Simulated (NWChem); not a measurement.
System: chlorobenzene (C6H5Cl); SMILES c1c(Cl)cccc1

Parts of the log:

```
             Northwest Computational Chemistry Package (NWChem) 7.3.0
             --------------------------------------------------------

 C2V symmetry detected

                             Geometry "geometry" -> ""
                             -------------------------

 Output coordinates in angstroms (scale by  1.889725989 to convert to a.u.)

  No.       Tag          Charge          X              Y              Z
 ---- ---------------- ---------- -------------- -------------- --------------
    1 Cl                  17.0000     0.00000000     0.00000000    -2.24759872
    2 C                    6.0000     0.00000000     0.00000000    -0.51333072
    3 C                    6.0000     0.00000000     1.21381800     0.17330828
    4 C                    6.0000     0.00000000     1.20574200     1.56684728
    5 C                    6.0000     0.00000000     0.00000000     2.26722228
    6 C                    6.0000     0.00000000    -1.20574200     1.56684728
    7 C                    6.0000     0.00000000    -1.21381800     0.17330828
    8 H                    1.0000     0.00000000     2.15109900    -0.38579872
    9 H                    1.0000     0.00000000     2.15510100     2.10802828
   10 H                    1.0000     0.00000000     0.00000000     3.35950328
   11 H                    1.0000     0.00000000    -2.15510100     2.10802828
   12 H                    1.0000     0.00000000    -2.15109900    -0.38579872

 Effective nuclear repulsion energy (a.u.)     315.5760294670

      Symmetry information
      --------------------

 Group name             C2v
 Group number             16
 Group order               4
 No. of unique centers     8

                                 NWChem DFT Module
                                 -----------------

 Summary of "ao basis" -> "ao basis" (spherical)
 ------------------------------------------------------------------------------
       Tag                 Description            Shells   Functions and Types
 ---------------- ------------------------------  ------  ---------------------
 Cl                         def2-svp                 8       18   4s3p1d
 C                          def2-svp                 6       14   3s2p1d
 H                          def2-svp                 3        5   2s1p

      Symmetry analysis of basis
      --------------------------

        a1         54
        a2         13
        b1         21
        b2         39

            General Information
            -------------------
          SCF calculation type: DFT
          Wavefunction type:  closed shell.
          No. of atoms     :    12
          No. of electrons :    58
           Alpha electrons :    29
            Beta electrons :    29
          Charge           :     0
          Spin multiplicity:     1
          Use of symmetry is: on ; symmetry adaption is: on
          Maximum number of iterations: 150
          AO basis - number of functions:   127
                     number of shells:    59
          Convergence on energy requested:  1.00D-06
          Convergence on density requested:  1.00D-05
          Convergence on gradient requested:  5.00D-04

              XC Information
              --------------
                         B3LYP Method XC Potential
                     Hartree-Fock (Exact) Exchange  0.200
                        Slater Exchange Functional  0.800 local
                    Becke 1988 Exchange Functional  0.720 non-local
              Lee-Yang-Parr Correlation Functional  0.810
                  VWN I RPA Correlation Functional  0.190 local

             Grid Information
             ----------------
          Grid used for XC integration:  medium
          Radial quadrature: Mura-Knowles
          Angular quadrature: Lebedev.
          Tag              B.-S. Rad. Rad. Pts. Rad. Cut. Ang. Pts.
          ---              ---------- --------- --------- ---------
          Cl                  1.00       88          13.0       590
          C                   0.70       49          11.0       434
          H                   0.35       45          12.0       434
          Grid pruning is: on
          Number of quadrature shells:   419
          Spatial weights used:  Erf1

      Superposition of Atomic Density Guess
      -------------------------------------

 Sum of atomic energies:        -687.56877742

      Non-variational initial energy
      ------------------------------

 Total energy =    -692.125094
 1-e energy   =   -1566.986279
 2-e energy   =     559.285156
 HOMO         =      -0.277521
 LUMO         =      -0.012044

      Symmetry analysis of molecular orbitals - initial
      -------------------------------------------------

  Numbering of irreducible representations:

     1 a1          2 a2          3 b1          4 b2

  Orbital symmetries:

     1 a1          2 a1          3 b2          4 a1          5 b2
     6 a1          7 a1          8 a1          9 a1         10 b2
    11 b1         12 a1         13 a1         14 b2         15 a1
    16 b2         17 a1         18 a1         19 a1         20 b2
    21 a1         22 b2         23 b1         24 b1         25 b2
    26 a1         27 b2         28 a2         29 b1         30 a2
    31 b1         32 a1         33 a1         34 b2         35 a1
    36 b1         37 b2         38 a1         39 a1

   convergence    iter        energy       DeltaE   RMS-Dens  Diis-err
 ---------------- ----- ----------------- --------- --------- ---------
 d= 0,ls=0.0,diis     1   -691.4751620269 -1.01D+03  9.23D-03  6.29D-01
 d= 0,ls=0.0,diis     2   -691.4871749498 -1.20D-02  6.68D-03  4.98D-01
 d= 0,ls=0.0,diis     3   -691.5295166508 -4.23D-02  2.96D-03  1.52D-01
 d= 0,ls=0.0,diis     4   -691.5495073680 -2.00D-02  7.21D-04  9.17D-03
 d= 0,ls=0.0,diis     5   -691.5507802049 -1.27D-03  1.91D-04  7.35D-04
  Resetting Diis
 d= 0,ls=0.0,diis     6   -691.5508718066 -9.16D-05  4.14D-05  1.03D-05
 d= 0,ls=0.0,diis     7   -691.5508729601 -1.15D-06  2.45D-05  2.39D-06
 d= 0,ls=0.0,diis     8   -691.5508727559  2.04D-07  1.35D-05  3.93D-06
 d= 0,ls=0.0,diis     9   -691.5508732721 -5.16D-07  1.25D-06  1.68D-08

         Total DFT energy =     -691.550873272088
      One electron energy =    -1572.223742381804
           Coulomb energy =      627.739872002503
    Exchange-Corr. energy =      -62.643032359782
 Nuclear repulsion energy =      315.576029466995

 Numeric. integr. density =       58.000008625775

                  Occupations of the irreducible representations
                  ----------------------------------------------

                     irrep           alpha         beta
                     --------     --------     --------
                     a1               15.0         15.0
                     a2                1.0          1.0
                     b1                4.0          4.0
                     b2                9.0          9.0

                       DFT Final Molecular Orbital Analysis
                       ------------------------------------

 Vector   27  Occ=2.000000D+00  E=-3.092814D-01  Symmetry=b2
              MO Center= -3.6D-17,  5.4D-15, -2.0D+00, r^2= 2.0D+00
   Bfn.  Coefficient  Atom+Function         Bfn.  Coefficient  Atom+Function
  ----- ------------  ---------------      ----- ------------  ---------------
    12      0.629497   1 Cl py                9      0.465769   1 Cl py
     6      0.269024   1 Cl py               23     -0.132970   2 C  py
    38      0.094747   3 C  pz               94     -0.094747   7 C  pz
    35     -0.082956   3 C  s                37      0.083218   3 C  py
    91      0.082956   7 C  s                93      0.083218   7 C  py

 Vector   28  Occ=2.000000D+00  E=-2.694368D-01  Symmetry=a2
              MO Center= -1.0D-15, -1.1D-15,  8.6D-01, r^2= 3.0D+00
   Bfn.  Coefficient  Atom+Function         Bfn.  Coefficient  Atom+Function
  ----- ------------  ---------------      ----- ------------  ---------------
    36      0.305377   3 C  px               92     -0.305377   7 C  px
    50      0.299379   4 C  px               78     -0.299379   6 C  px
    39      0.210461   3 C  px               95     -0.210461   7 C  px
    53      0.203178   4 C  px               81     -0.203178   6 C  px

 Vector   29  Occ=2.000000D+00  E=-2.489637D-01  Symmetry=b1
              MO Center=  1.1D-17,  3.2D-15,  4.2D-02, r^2= 4.4D+00
   Bfn.  Coefficient  Atom+Function         Bfn.  Coefficient  Atom+Function
  ----- ------------  ---------------      ----- ------------  ---------------
    11      0.386044   1 Cl px               22     -0.304822   2 C  px
    64      0.304853   5 C  px                8      0.265485   1 Cl px
    67      0.221330   5 C  px               36     -0.192693   3 C  px
    92     -0.192693   7 C  px               25     -0.189079   2 C  px
     5      0.152711   1 Cl px               39     -0.133842   3 C  px

 Vector   30  Occ=0.000000D+00  E=-2.078332D-02  Symmetry=a2
              MO Center= -1.1D-16, -3.3D-15,  8.8D-01, r^2= 3.5D+00
   Bfn.  Coefficient  Atom+Function         Bfn.  Coefficient  Atom+Function
  ----- ------------  ---------------      ----- ------------  ---------------
    53     -0.439430   4 C  px               81      0.439430   6 C  px
    39      0.434540   3 C  px               95     -0.434540   7 C  px
    50     -0.325231   4 C  px               78      0.325231   6 C  px
    36      0.318812   3 C  px               92     -0.318812   7 C  px
    28      0.033413   2 C  d -2             70     -0.031154   5 C  d -2

[...]
```

Level: B3LYP/def2-SVP, vertical spin-unrestricted ions. Structure relaxed at the PBE0/def2-SVP level.

Question: Reconstruct the input file.

Answer: One answer among several that fit: the input that was run:
```
start job
memory heap 200 mb stack 900 mb global 1100 mb
geometry units angstroms noautoz
  Cl     0.000000     0.000000    -2.250949
  C      0.000000     0.000000    -0.516681
  C      0.000000     1.213818     0.169958
  C      0.000000     1.205742     1.563497
  C      0.000000     0.000000     2.263872
  C      0.000000    -1.205742     1.563497
  C      0.000000    -1.213818     0.169958
  H      0.000000     2.151099    -0.389149
  H      0.000000     2.155101     2.104678
  H      0.000000     0.000000     3.356153
  H      0.000000    -2.155101     2.104678
  H      0.000000    -2.151099    -0.389149
end
basis spherical
  * library def2-svp
end
dft
  xc b3lyp
  iterations 150
  vectors input atomic output neutral.movecs
end
task dft energy
charge 1
dft
  odft
  mult 2
  vectors input atomic output cation.movecs
end
task dft energy
```
